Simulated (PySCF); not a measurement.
C4H4F2O2, SMILES O=C[C@@H]1CC(F)(F)O1.

Geometry optimised at B3LYP-D3(BJ)/def2-SVP. The structure was generated by enumeration; whether it is a known compound was not checked. The values are those of a single conformer.

Method: PySCF with TDA-PBE/def2-SVPD.

Vertical excitations. The molecule is in vacuum.

List the lowest excited states. (An estimate is asked for; the answer gives what the named calculation found.)


| state | energy (eV) | λ (nm) | f | main pairs |
|---|---|---|---|---|
| S1 | 3.90 | 318 | 0.000 | HOMO→LUMO 100 % |
| S2 | 5.31 | 233 | 0.010 | HOMO−1→LUMO 98 % |
| S3 | 5.81 | 213 | 0.001 | HOMO−2→LUMO 99 % |
| S4 | 6.53 | 190 | 0.001 | HOMO→LUMO+1 99 % |
| S5 | 6.76 | 184 | 0.014 | HOMO→LUMO+2 77 %, HOMO−3→LUMO 19 % |
| S6 | 6.81 | 182 | 0.039 | HOMO→LUMO+3 76 % |
| T1 | 3.28 | 378 | 0 | HOMO→LUMO 100 % |
| T2 | 5.05 | 245 | 0 | HOMO−1→LUMO 98 % |
Triplets are in the Tamm–Dancoff approximation.
